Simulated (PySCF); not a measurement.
Gas-phase XPS of `OB(O)[SiH2]F`, computed

Species: BFH4O2Si.
SMILES with atom numbers: `[OH:1][B:2]([OH:3])[SiH2:4][F:5]`

The calculation used delta-SCF UKS SCAN, pcX-2 on the ionised atom, pcseg-1 elsewhere, spin-free X2C in PySCF 2.14.0. Binding energies are ΔSCF values: E(core-ionised, relaxed orbitals) − E(ground state) at a fixed geometry, referred to the vacuum level.

Q: List the computed XPS lines with their assignment.

A: 
| atom(s) | environment | level | binding energy (eV) | 2p1/2 (eV) | count |
| --- | --- | --- | --- | --- | --- |
| Si4 | fluorine-bound silicon | Si 2p3/2 | 107.53 | 108.16 | 1 |
| B2 | three-coordinate boron | B 1s | 197.59 | – | 1 |
| O1/O3 | boron-bound oxygen | O 1s | 539.68 | – | 2 |
| F5 | silicon-bound fluorine | F 1s | 691.85 | – | 1 |
| Si4 | fluorine-bound silicon | Si 1s | 1847.39 | – | 1 |

Q: Which photon wavelength matches the B 1s of B2 threshold?

A: λ = hc/E = 12398.42 eV Å / 197.59 eV = 62.748 Å.

Q: Which effective nuclear charge Zeff reproduces each element's mean 1s value in the hydrogen-like formula E = 13.606 eV × Zeff²?

A: B (Z = 5): mean 197.6 eV, Zeff = 3.81, Z − Zeff = 1.19; O (Z = 8): mean 539.7 eV, Zeff = 6.30, Z − Zeff = 1.70; F (Z = 9): mean 691.9 eV, Zeff = 7.13, Z − Zeff = 1.87; Si (Z = 14): mean 1847.4 eV, Zeff = 11.65, Z − Zeff = 2.35. Means run over the listed sites, weighted by atom count.

Topologically equivalent atoms share the value of their first member; where this conformer doesn't relate them by symmetry, their own values could differ. Spin–orbit and ligand-field terms were added within each 2p shell after the spin-free SCF. 2p1/2 minus 2p3/2 (ligand field included): Si 0.63 eV. Geometry: PBE0-D3(BJ)/def2-SVP, one conformer, isolated molecule.

Hardware: Arm Neoverse N1, one thread, shared host with 64 logical CPUs at a one-minute load of 61. Cost: 30 s, 0.54 GiB resident at most.

Conformer computed: `[OH:1][B:2]([OH:3])[SiH2:4][F:5]`: O1–B2–Si4–F5 -61°, H–O1–B2–O3 -2°, H–O3–B2–O1 0°.
